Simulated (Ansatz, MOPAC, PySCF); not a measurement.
Breaking a bond: AsH, triplet.

- AM1, unrestricted, heats of formation (MOPAC)
- UHF/6-31G* = unrestricted Hartree-Fock/6-31G*, spherical d run with PySCF
- PM6, unrestricted, heats of formation (MOPAC)
- FCI = full CI/cc-pVTZ, cores with 3d frozen run with Ansatz (an electronic-structure program)

Energies relative to the lowest point of each curve between 1.25 and 1.89 Å, where full CI is lowest, in kJ/mol; the last columns give the difference from FCI:

```csv
R / Å,AM1,UHF/6-31G*,PM6,FCI,AM1 − FCI,UHF/6-31G* − FCI,PM6 − FCI
1.08,245.7,384.4,279.4,379.2,-133.5,5.2,-99.9
1.16,152.4,222.4,169.1,220.5,-68.1,1.9,-51.4
1.25,79.2,107.2,85.1,107.8,-28.6,-0.7,-22.7
1.30,50.5,65.6,52.9,67.1,-16.6,-1.5,-14.2
1.36,25.5,31.6,25.5,33.5,-8.0,-1.9,-8.0
1.41,11.6,14.0,10.9,15.7,-4.0,-1.7,-4.8
1.46,3.4,4.0,2.6,5.1,-1.8,-1.2,-2.5
1.52,0.0,0.0,0.0,0.0,0.0,0.0,0.0
1.56,1.3,1.3,2.0,0.2,1.1,1.0,1.8
1.62,7.8,7.7,9.9,4.8,3.0,2.9,5.2
1.69,21.4,20.5,25.3,14.9,6.4,5.5,10.3
1.79,49.3,45.2,55.8,35.5,13.9,9.7,20.4
1.89,84.0,73.2,93.2,59.9,24.1,13.3,33.3
2.02,133.9,106.0,144.9,93.9,40.1,12.1,51.0
2.18,189.9,133.3,197.5,134.5,55.4,-1.2,63.0
2.42,266.8,155.0,280.6,186.0,80.8,-31.0,94.6
2.65,299.1,164.7,309.4,221.0,78.1,-56.3,88.5
2.93,292.6,170.1,325.6,245.9,46.6,-75.8,79.7
3.27,—,172.8,332.7,259.9,—,-87.2,72.8
3.72,—,174.0,335.2,265.9,—,-91.9,69.3
4.33,—,174.5,335.9,267.9,—,-93.4,68.1
5.08,—,174.7,336.0,268.3,—,-93.7,67.7
```

AM1 is furthest from FCI at 1.08 (-133.5 kJ/mol, below); its mean absolute difference over the points is 33.9 kJ/mol.

UHF/6-31G* is furthest from FCI at 5.08 (-93.7 kJ/mol, below); its mean absolute difference over the points is 26.8 kJ/mol.

PM6 is furthest from FCI at 1.08 (-99.9 kJ/mol, below); its mean absolute difference over the points is 42.2 kJ/mol.

Dashes: no converged value, or the column stops at the first point that the program doubted or that broke a chosen test of continuity, which isn't proof of a fault.

The unrestricted determinant behind UHF/6-31G* is spin-contaminated at 2.02 to 5.08 Å (<S²> up to 3.0, against 2.00 for a pure triplet).
